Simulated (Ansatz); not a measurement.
`[CH3][Ga-]([CH3])([F])[PH3+]`. The species carries charge 0 and has multiplicity 1.

```xyz
14

C    -0.1754    1.9851    0.6660
Ga   -0.5368    0.3480   -0.3661
C     0.2314   -0.2549   -2.0754
F    -2.1898   -0.3026   -0.0812
P     0.3541   -1.5190    1.2970
H    -0.5591    2.8560    0.1286
H    -0.6713    1.9473    1.6376
H     0.8951    2.1364    0.8228
H    -0.0898   -1.2722   -2.3056
H     1.3234   -0.2251   -2.0616
H    -0.1087    0.3947   -2.8858
H     1.1900   -2.5786    0.8814
H    -0.6902   -2.2932    1.8399
H     1.0272   -1.2219    2.5023
```

List the harmonic frequencies (cm⁻¹, unscaled) at PBE0-D4/def2-TZVP in Ansatz. (Estimate.)

Computed: 75i, 78, 87, 91, 96, 135, 157, 163, 172, 299, 308, 538, 597, 609, 679, 697, 734, 765, 980, 1119, 1122, 1223, 1224, 1447, 1450, 1452, 1457, 2457, 2473, 2492, 3050, 3051, 3132, 3133, 3144, 3144.

Is this a minimum?

No: 1 imaginary mode, so it is a saddle point.
